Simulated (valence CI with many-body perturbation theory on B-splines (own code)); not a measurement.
Cs XXXIV: what each term of the Hamiltonian does

Computed by relativistic CI+MBPT: four valence electrons over a frozen Dirac-Fock core [Ar], a basis of 9 s, 9 p, 10 d, 8 f, 5 g, 3 h, 1 i functions for each j, with the one-electron correlation potential Σ1 (screened to all orders), the two-electron term Σ2, the three-electron term Σ3, Breit, model QED; selected single and double excitations, second order for the rest (own B-spline code, finite nucleus).

The last digits are not significant, and no measured levels were compared; by estimate large intervals hold to a few tenths of a per cent, small ones and those within an open d or f shell to about a per cent. Only levels of the ground parity were solved; by the run's estimate the other parity begins above the list, which can be wrong where configurations are misplaced.

Each rung adds one term. CI alone is the Dirac-Coulomb CI over the frozen core; QED comes last and gives the full result, which names the levels. Energies are above (3d3/2^4) J=0 on the same rung, in cm⁻¹.

Levels are named by their leading jj configuration (3d3/2^4 stands for four electrons in 3d with j = 3/2), which in mixed levels can hold well under half, so a name can repeat and another be missing. Letters in brackets count levels of one name in rising energy.

```
                    Level  CI alone     Σ1     Σ2     Σ3   Breit    QED    Full
      (3d3/2^3 3d5/2) J=1     91150   +860  +2414   +805   -4324   +388   91293
      (3d3/2^3 3d5/2) J=2    144950  +1175  +2406   +796   -7156   +517  142687
      (3d3/2^3 3d5/2) J=4    164527   +966  +2249   -320   -8924   +409  158907
      (3d3/2^3 3d5/2) J=3    171401  +1199  +1949   +399   -8080   +519  167387
(3d3/2^2 3d5/2^2) J=0 [a]    239661  +1692  +2219   -317   -7328   +736  236664
(3d3/2^2 3d5/2^2) J=4 [a]    253679  +1771  +4537   +405  -12025   +767  249134
(3d3/2^2 3d5/2^2) J=2 [a]    270259  +1533   +341  +1062   -7778   +646  266064
(3d3/2^2 3d5/2^2) J=3 [a]    272328  +1664  +2024   +277   -9383   +706  267615
    (3d3/2^2 3d5/2^2) J=5    294841  +1790  +4432   +169  -13997   +758  287992
    (3d3/2^2 3d5/2^2) J=1    303927  +1871   +234   +957   -9317   +793  298465
    (3d3/2^2 3d5/2^2) J=6    313054  +1830  +5523    -98  -17093   +771  303987
(3d3/2^2 3d5/2^2) J=4 [b]    336982  +1880  +1768   -939  -13510   +782  326963
(3d3/2^2 3d5/2^2) J=2 [b]    343953  +1881  -1575   +661  -11247   +782  334455
(3d3/2^2 3d5/2^2) J=3 [b]    346483  +1783  -1821    +60  -11058   +734  336180
  (3d3/2 3d5/2^3) J=4 [a]    388181  +2480  +3468   +353  -14534  +1060  381008
(3d3/2^2 3d5/2^2) J=2 [c]    400860  +2048   -718   +742  -10112   +839  393660
  (3d3/2 3d5/2^3) J=3 [a]    416921  +2605  +2732     -7  -13366  +1112  409998
      (3d3/2 3d5/2^3) J=5    444030  +2725  +4306    -66  -18397  +1160  433759
  (3d3/2 3d5/2^3) J=1 [a]    446631  +2616   -128   -621  -12011  +1107  437594
      (3d3/2 3d5/2^3) J=6    452316  +2705  +6763   -211  -20292  +1148  442428
(3d3/2^2 3d5/2^2) J=4 [c]    458658  +2160  -1553   +154  -12437   +876  447858
(3d3/2^2 3d5/2^2) J=2 [d]    479027  +2337  -4539  +1796  -11611   +948  467957
      (3d3/2 3d5/2^3) J=0    488000  +2626  -1500  -2141  -12967  +1103  475121
      (3d3/2 3d5/2^3) J=2    503546  +2486  -1826   +263  -12074  +1013  493408
  (3d3/2 3d5/2^3) J=3 [b]    508257  +2715  -1242     +9  -15271  +1125  495594
  (3d3/2 3d5/2^3) J=3 [c]    580164  +2850  -2509   +627  -14161  +1158  568128
  (3d3/2 3d5/2^3) J=4 [b]    582889  +3108  +1631   -402  -16560  +1277  571942
  (3d3/2 3d5/2^3) J=1 [b]    584029  +2825  -4947  +1291  -11616  +1145  572727
(3d3/2^2 3d5/2^2) J=0 [b]    600691  +2662  -7336   -871  -10351  +1040  585836
        (3d5/2^4) J=2 [a]    598888  +3102  -3228  +1287  -15005  +1270  586315
            (3d5/2^4) J=4    613474  +3237   +473   +154  -17631  +1349  601057
```

The middle columns are the shifts that each term adds.

(1) How does the ionisation energy move along the ladder, and which term matters most?

Results:

(1) CI alone 2128.8, + Σ1 2131.3, + Σ2 2139.3, + Σ3 2139.4, + Breit 2138.0, + QED 2138.1 eV. The largest step is Σ2, 8.0 eV. NIST lists 2137 ± 5 eV (theoretical).
